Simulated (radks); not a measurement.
Sr2+, configuration [Kr].

Method: scalar-relativistic Kohn-Sham, LDA (Slater exchange, Perdew-Wang correlation), spin-polarised, spherical densities, finite nucleus; Fermi nuclear charge, rms radius 4.224 fm; hard spherical wall at 12 bohr; computed with a radial shooting solver on a logarithmic mesh with Libxc functionals.

Energy parts (Ry):
total: -6350.30234
kinetic: 6509.97147
electron-nucleus: -15263.98091
Hartree: 2605.46754
exchange-correlation: -201.76043

Orbitals (lengths in bohr, moments of r in powers of bohr; r(max) is where P^2 peaks; r(90%) holds 90 % of the orbital's charge):
orbital	occ.	eigenvalue (Ry)	r(max)	r(90%)
1s	2	-1170.597	0.02557	0.0702
2s	2	-159.4417	0.1453	0.267
2p	6	-141.9140	0.1161	0.245
3s	2	-25.49431	0.4364	0.732
3p	6	-19.83841	0.4309	0.759
3d	10	-10.46606	0.3756	0.809
4s	2	-4.03208	1.186	1.98
4p	6	-2.69419	1.320	2.31
4d	0	-0.98459	1.909	3.76
5s	0	-0.99622	3.130	4.98
5p	0	-0.71071	3.759	6.06

The highest occupied level is 4p at -36.656 eV. The pressure on the wall is 9.12e-11 GPa. The electron density at the nucleus is 6.168e+04 e/bohr^3 (large components only). The density falls to 0.001 e/bohr^3 at r = 3.33 bohr. Summed over all electrons, <r^2> = 26.22 bohr^2, which gives a Langevin (diamagnetic) susceptibility term of -20.8 x 10^-6 cm^3/mol.
